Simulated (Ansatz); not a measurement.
Molecule: AsH2, net charge -1, singlet state. Whether it binds its extra electron was not tested at this geometry. 
Structure (B3LYP-D3(BJ)/def2-TZVP (Ansatz, a program for electronic structure) minimum search):
```xyz
3

As    -0.0195    -0.0293     0.0512
H     -0.5798     1.1153    -0.8257
H      1.2223    -0.1482    -0.8637
```
Charge -1, spin multiplicity 1.

Basis-set convergence of Hartree-Fock and CCSD correlation energies (hartree) with Ansatz. Correlated levels leave the core frozen unless marked. Spin-orbit coupling is left out. Frozen are the shells of the preceding noble gas and the d and f shells that filled before the atom's block. Non-relativistic. This anion needs diffuse functions, which these sets lack.

```json
[
 {"basis": "def2-SVP", "functions": "42", "E(HF)": "-2235.04989", "E(corr, CCSD)": "-0.14515"},
 {"basis": "def2-TZVPP", "functions": "76", "E(HF)": "-2235.33557", "E(corr, CCSD)": "-0.18226"},
 {"basis": "def2-QZVPP", "functions": "149", "E(HF)": "?", "E(corr, CCSD)": "?"}
]
```

Some entries are withheld; supply them.


- def2-QZVPP, E(HF): -2235.39118
- def2-QZVPP, E(corr, CCSD): -0.19247
